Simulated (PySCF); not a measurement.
Compound: CH6NOSSi3 (doublet state).
SMILES with atom numbers: `[N:1]#[C:2][SiH:3][S:4][SiH2:5][O:6][SiH3:7]` (hydrogens: H8 on Si3; H9, H10 on Si5; H11, H12, H13 on Si7)

Geometry (GFN2-xTB, Å), atoms numbered from 1 in this order:
```xyz
13
CH6NOSSi3 angstrom
N     -1.5988    2.3326   -0.3114
C     -1.9263    1.2341   -0.4359
Si    -2.5695   -0.4867   -0.3976
S     -1.1489   -2.0340    0.0176
Si     0.2692   -1.1076    1.3535
O      1.1003   -0.0056    0.5425
Si     1.9595    0.7537   -0.6219
H     -3.2756   -0.8457   -1.6118
H      1.1265   -2.2115    1.7360
H     -0.4629   -0.4062    2.3910
H      2.1664   -0.2108   -1.7025
H      3.2130    1.0983    0.0418
H      1.1428    1.8899   -1.0189
```

The hyperfine couplings belong to this conformer and change with its torsions.

Method: UKS B3LYP, pcH-1 on C H N O S Si, non-relativistic, mean-field spin-orbit, GIAO in PySCF 2.14.0. One conformer (not necessarily the lowest) at the GFN2-xTB geometry, without solvent, vibrations or thermal averaging. Couplings are sensitive to structure, and on GFN2-xTB geometries they can be far from those on DFT ones, by a factor of two or more for some ions and for spin on atoms past the first row. No stability test was run, so a lower SCF solution isn't excluded.

Principal values of hyperfine tensors in MHz (contact, dipolar and spin–orbit terms together), for some of the nuclei:

```
atom  isotope     A1     A2     A3
  H8       1H  49.81  57.88  65.26
  C2      13C  28.61  35.78  47.80
  S4      33S  -8.57  -6.29  39.89
  N1      14N  -2.71  -2.11  14.06
 H10       1H   1.09   1.67   5.70
  H9       1H  -2.65  -2.22   0.41
 Si5     29Si   0.20   1.13   1.71
  O6      17O  -0.76  -0.26   0.03
```

Task: Split each tensor into its isotropic and traceless parts, and turn a_iso into mT with g = 2.0053.

Result: a_iso = (A1 + A2 + A3)/3, Ti = Ai − a_iso; 1 mT corresponds to 28.067 MHz. The tensors hold a spin–orbit part: the run splits a_iso into a_FC + a_SO, and T includes its anisotropic share.

```
atom  a_iso (MHz)   a_FC   a_SO  a_iso (mT)      T1      T2     T3
  H8        57.65  57.62   0.03       2.054   -7.84    0.23   7.61
  C2        37.40  37.40   0.00       1.332   -8.79   -1.62  10.41
  S4         8.34   8.32   0.03       0.297  -16.92  -14.63  31.55
  N1         3.08   3.12  -0.03       0.110   -5.79   -5.19  10.98
 H10         2.82   2.82   0.00       0.100   -1.73   -1.15   2.88
  H9        -1.49  -1.48   0.00      -0.053   -1.16   -0.74   1.90
 Si5         1.01   0.98   0.03       0.036   -0.82    0.12   0.70
  O6        -0.33  -0.33   0.01      -0.012   -0.43    0.07   0.36
```

Task: What spin density at the nucleus of H8 lies behind its contact coupling (g_N = 5.58569)?

Result: a_FC = (2μ0/3) gₑ μB g_N μN ρ(0)/(2S·h) = 800.24 MHz × g_N × ρ(0)/(2S), with ρ in bohr⁻³. With a_FC = 57.62 MHz and 2S = 1, ρ(0) = 0.01289 bohr⁻³. In magnitude that is 4.0 % of the 1/π = 0.318 of a free hydrogen atom.

Task: Si3 (29Si, g_N = -1.11058) isn't in the table. Its spin density at the nucleus is 0.6588 bohr⁻³. What is its contact coupling?

Result: By the same relation, a_FC = -585.5 MHz. The spin–orbit term adds +0.76 MHz. Its full tensor has the principal values -734.91, -510.52, -508.86 MHz.

Task: Name the largest traceless tensor T of the table and describe it.

Result: S4: -16.9, -14.6, 31.5 MHz (the dipolar term alone has -16.7, -14.9, 31.6), nearly axial, close to the ratio −1:−1:+2.

Task: In a single crystal, with the field along each principal axis of the tensor of H8 in turn, what first-order splitting does this nucleus give (isotropic g, quadrupole terms neglected)?

Result: 2 lines (I = 1/2), spaced by |A_i|/(g × 13.996): 1.77, 2.06, 2.33 mT along the axes of A1, A2 and A3.
